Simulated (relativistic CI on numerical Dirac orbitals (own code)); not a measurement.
Cr⁵⁺ in a cubic cluster: 2p photoemission with charge transfer

Computed with a charge-transfer multiplet model of a cubic metal-ligand cluster with up to 2 ligand holes, Slater and spin-orbit integrals from Dirac-Coulomb-Breit ions, Slater integrals scaled by 0.8. The ground state mixes d1 with configurations of k ligand holes L, whose averages lie at kΔ + k(k − 1)U_dd/2; a core hole lowers each added d electron by U_cd. 300 K, Lorentzian 0.6 eV and Gaussian 0.8 eV FWHM.

Atomic integrals in eV (Slater integrals scaled, ζ unscaled), ground: F2dd 9.377, F4dd 5.906, zeta_d 0.045; with the core hole: F2dd 9.377, F4dd 5.906, zeta_d 0.067, zeta_core 5.615, F2cd 6.891, G1cd 5.439, G3cd 3.098. Where a configuration has fewer than two d electrons, the dd integrals are those of d2.

Cluster parameters (eV): U_dd = 4.8, U_cd = 6.2, 10Dq = 0.3, 10Dq(ligand) = 0.8, V(eg) = 3.8, V(t2g) = -2.01, final-state hopping factor = 0.8.

```tsv
Case	n_d	d1	d2L	d3L2	S
Δ = -0.9 eV	2.06	0.20	0.54	0.26	0.50
Δ = 0.1 eV	2.00	0.23	0.54	0.23	0.50
Δ = 2.1 eV	1.88	0.30	0.52	0.18	0.50
```

Weights, n_d and S are thermal averages at 300 K. Binding energies count from the first peak over 30 % of the highest in each spectrum, which can be another peak from case to case. The parameters are a model scan and need not match a compound or its usual spin state. Peaks in eV (height, largest 100):
- Δ = -0.9 eV: 0.0 (100), 3.2 (12), 9.5 (40), 11.9 (11), 14.7 (8)
- Δ = 0.1 eV: 0.0 (100), 3.3 (11), 9.6 (39), 11.9 (11), 14.4 (9)
- Δ = 2.1 eV: 0.0 (100), 3.3 (11), 9.6 (38), 11.9 (12), 13.4 (10)

Curve for Δ = -0.9 eV (points under 2 left out, the grid thinned):

(E (eV), Intensity): (-3.6, 2.1), (-3.1, 2.9), (-2.6, 4.3), (-2.0, 8.7), (-1.5, 21.3), (-1.0, 51.2), (-0.5, 85.8), (0.0, 100.0), (0.5, 82.5), (1.1, 43.2), (1.6, 21.1), (2.1, 11.8), (2.6, 10.5), (3.1, 11.5), (3.7, 10.5), (4.2, 9.4), (4.7, 8.9), (5.2, 8.4), (5.7, 8.2), (6.2, 9.1), (6.8, 11.3), (7.3, 14.3), (7.8, 16.4), (8.3, 18.6), (8.8, 26.3), (9.4, 39.1), (9.9, 35.1), (10.4, 22.7), (10.9, 13.0), (11.4, 10.4), (11.9, 11.0), (12.5, 9.2), (13.0, 7.4), (13.5, 6.9), (14.0, 7.3), (14.5, 8.0), (15.1, 7.8), (15.6, 6.7), (16.1, 5.2), (16.6, 3.8), (17.1, 2.8), (17.6, 2.2), (23.8, 2.9), (24.3, 3.1), (24.8, 2.0)

For the case Δ = -0.9 eV, Δ = -0.9 eV is smaller than U_dd = 4.8 eV, the charge-transfer side of the Zaanen-Sawatzky-Allen scheme (negative Δ: between configuration averages a ligand hole costs less than the nominal valence; multiplet and field energies can change this for the lowest states). With the core hole the configuration with one ligand hole lies at Δ − U_cd = -7.1, -6.1, -4.1 eV from the one without, in the order of the table; where this is negative the screened configuration lies lower, though the effective hopping of about 6.5 eV (from the holes of the mixed ground state) mixes the two strongly wherever it is as large as the gap.

With at most 2 ligand holes the space is cut while the next configuration still counts, so covalency is underestimated, and a final configuration with one more ligand hole, which can lie low, is missing from the spectra.
